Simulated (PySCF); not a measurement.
C₄H₅FO, SMILES C[C@@H]1OC=C1F.

The structure is a stationary point at r2SCAN-D4/def2-SVP. The structure was generated by enumeration; whether it is a known compound was not checked.

Two levels are set side by side: TDA-PBE/def2-SVPD (PySCF) and TDA-ωB97X/def2-SVPD (PySCF). Vertical, same geometry. The lowest singlet is HOMO→LUMO+1 56 %, HOMO→LUMO 31 %, HOMO→LUMO+2 11 % with PBE and HOMO→LUMO+1 34 %, HOMO→LUMO+2 34 %, HOMO→LUMO 14 % with the other functional; states are paired by order. Differences are taken from unrounded values.

| quantity | TDA-ωB97X | TDA-PBE | TDA-PBE minus TDA-ωB97X |
|---|---|---|---|
| lowest singlet excitation (eV) | 6.45 | 5.22 | -1.23 |
| lowest triplet excitation (TDA) (eV) | 3.96 | 3.86 | -0.11 |

Functionals without exact exchange tend to place singlet excitations lower, as here. Differences between two approximate levels are no errors against the true value.

Rough cost on one machine, each run with all the roots and properties that it gave: TDA-ωB97X against TDA-PBE about 5 times.
